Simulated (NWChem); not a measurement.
HgI cation; SMILES [I][Hg+]

```xyz
2

Hg     0.0000     0.0000    -1.0416
I      0.0000     0.0000     1.5583
```
Atoms are numbered in this order, from 1.

Level: PBE0/def2-SVP with def2 effective core potentials on I, Hg (NWChem), optimised geometry, unscaled harmonic frequencies. def2 effective core potentials on I, Hg; no spin-orbit coupling.

Q: List the harmonic frequencies with IR intensities, and the thermochemistry.

A: 
```json
[
 {"frequency (cm⁻¹)": "186", "IR intensity (km/mol)": "0.0"}
]
```

```json
{
 "zero_point_energy": "0.3 kcal/mol",
 "thermal correction to the enthalpy at 298.15 K (with zero-point energy)": "2.7 kcal/mol",
 "heat capacity Cv": "6.8 cal/(mol K)",
 "entropy at 298.15 K and 1 atm (symmetry number 1)": "64.9 cal/(mol K)"
}
```

Rigid rotor and harmonic oscillator.
